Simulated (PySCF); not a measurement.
**Radial density of Si²⁺ (silicon, charge +2)**

TPSSh, [Ne] 3s1 3d1, high-spin 3D determinant (an excited configuration). All numbers are calculated (PySCF 2.14, scalar relativity by spin-free X2C-1e, in aug-cc-pCVTZ-DK with one added diffuse shell each of s, p, d, f type (9s8p6d4f, 91 functions)).

| r (bohr) | 4πr²ρ (e/bohr) | 4πr²(ρα − ρβ) |
| --- | --- | --- |
| 0.00151 | 0.05781 | 0.0002 |
| 0.00254 | 0.1519 | 0.0005 |
| 0.00427 | 0.3949 | 0.0014 |
| 0.00718 | 1.000 | 0.0034 |
| 0.0121 | 2.413 | 0.0082 |
| 0.0203 | 5.330 | 0.0179 |
| 0.0342 | 10.14 | 0.0326 |
| 0.0575 | 14.98 | 0.0414 |
| 0.0967 | 14.93 | 0.0206 |
| 0.163 | 10.23 | -0.0027 |
| 0.274 | 11.54 | 0.0871 |
| 0.460 | 13.86 | 0.1201 |
| 0.774 | 5.997 | 0.0482 |
| 1.30 | 1.209 | 0.6615 |
| 2.19 | 0.8771 | 0.8718 |
| 3.68 | 0.2420 | 0.2420 |
| 6.19 | 0.01219 | 0.0122 |

Densities and radii are taken from the X2C orbitals without a picture-change correction, which distorts them close to the nucleus.

The outer electron is Rydberg-like, and this basis confines it to a smaller radius and binds it less than a complete one would.

**Question.** Where is the radial spin density 4πr²(ρα − ρβ) most negative, and why is it negative at all?

**Answer.** Around r = 0.163 bohr, down to -0.0027 e/bohr: exchange with the open shell polarises the paired shells in an unrestricted calculation.
